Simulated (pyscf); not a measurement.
# •HC=CH–C≡CH (SMILES [CH]=CC#C), doublet

Gas-phase minimum from PySCF at ωB97X-D3(BJ)/def2-SVP, one conformer. •HC=CH–C≡CH lies 12.5 kcal/mol over its isomer •HC=C=C=CH₂, and others may lie lower still (electronic energy, ωB97M-D3(BJ)). 

SMILES: C(#C)C=[CH]
```xyz
7

C      0.2864     0.4314     1.7802
C     -0.2973    -0.7270     1.5222
C     -0.3677    -1.2976     0.1983
C     -0.4281    -1.7788    -0.9109
H      0.8108     1.2075     1.2185
H     -0.7594    -1.3042     2.3360
H     -0.4820    -2.2071    -1.8967
```
Charge 0, spin multiplicity 2.

Bonds (Å): C1–C2 1.322, C1–H5 1.092, C2–C3 1.443, C2–H6 1.099, C3–C4 1.211, C4–H7 1.076. Angles (°): C2–C1–H5 137.2, C1–C2–C3 123.1, C1–C2–H6 120.1, C3–C2–H6 116.8, C2–C3–C4 179.9, C3–C4–H7 180.0.

Properties at ωB97X-D3(BJ)/def2-SVP:

```
Quantity                                                                                                                                                                                               Value
---------------------------------------------------------------------------------------------------------------------  -------------------------------------------------------------------------------------
Harmonic wavenumbers, unscaled                                                                                         215, 356, 513, 718, 738, 742, 860, 883, 1001, 1244, 1685, 2256, 3160, 3273, 3484 cm⁻¹
Zero-point energy                                                                                                                                                                              30.2 kcal/mol
Rotational symmetry number                                                                                                                                                                                 1
Entropy of this conformer at 298 K and 1 atm, rigid rotor and harmonic oscillator, modes under 100 cm⁻¹ raised to 100                                                                        281.5 J/(mol K)
Dipole moment                                                                                                                                                                                         0.42 D
Spin expectation value S2                                                                                                                                                                              0.768
```

Single-point totals, which compare only within one level (frozen core for MP2 and CC):

```
level                   total energy (hartree)
----------------------  ----------------------
ωB97X-D3(BJ)/def2-TZVP              -154.16499
PBE/def2-TZVP                       -153.89752
r²SCAN/def2-TZVP                    -154.00906
B3LYP-D3(BJ)/def2-TZVP              -154.11682
PBE0-D3(BJ)/def2-TZVP               -153.91067
M06-2X/def2-TZVP                    -154.03407
ωB97M-D3(BJ)/def2-TZVP              -154.14880
UHF/def2-TZVPP                      -153.12513
MP2/def2-TZVPP                      -153.67712
CCSD/def2-TZVPP                     -153.72393
CCSD(T)/def2-TZVPP                  -153.75582
```

The CCSD(T) − MP2 part came from Ansatz, without density fitting, on the same reference. An open-shell T1 diagnostic exceeds 0.045. A UHF reference is spin-contaminated (<S²> up to 1.20), which harms MP2 most.
